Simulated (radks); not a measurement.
I XXII, configuration [Ar] 3d10 4s2 4p2. Method: scalar-relativistic Kohn-Sham, PBE, spin-polarised, spherical densities, finite nucleus; open shells are filled with parallel spins first (spin-orbit coupling, left out, can overturn this in heavy ions); Fermi nuclear charge, rms radius 4.75 fm; computed with a radial shooting solver on a logarithmic mesh with Libxc functionals. Some entries of the table are withheld. Estimate them.

orbital,occ.,eigenvalue (hartree),r(max) (bohr),<1/r> (bohr^-1)
1s up,1,-1234.861,0.01754,56.83
1s down,1,-1234.826,0.01754,56.83
2s up,1,-209.6829,0.09906,13.04
2s down,1,-209.6631,0.09906,13.04
2p up,3,-190.5827,0.07942,12.47
2p down,3,-190.5506,0.07943,12.47
3s up,1,-59.06754,0.2839,4.725
3s down,1,-59.02862,0.2840,4.725
3p up,3,(1),0.2772,(2)
3p down,3,(3),0.2773,(4)
3d up,5,(5),0.2288,4.272
3d down,5,(6),0.2288,4.274
4s up,1,-25.27417,0.6395,2.153
4s down,1,-25.03135,0.6381,2.155
4p up,2,-23.05348,0.6576,2.044
4p down,0,-22.81229,0.6564,2.044

Answer. 
(1) 3p up eigenvalue (hartree): -52.86420
(2) 3p up <1/r> (bohr^-1): 4.500
(3) 3p down eigenvalue (hartree): -52.82016
(4) 3p down <1/r> (bohr^-1): 4.502
(5) 3d up eigenvalue (hartree): -43.69457
(6) 3d down eigenvalue (hartree): -43.65203
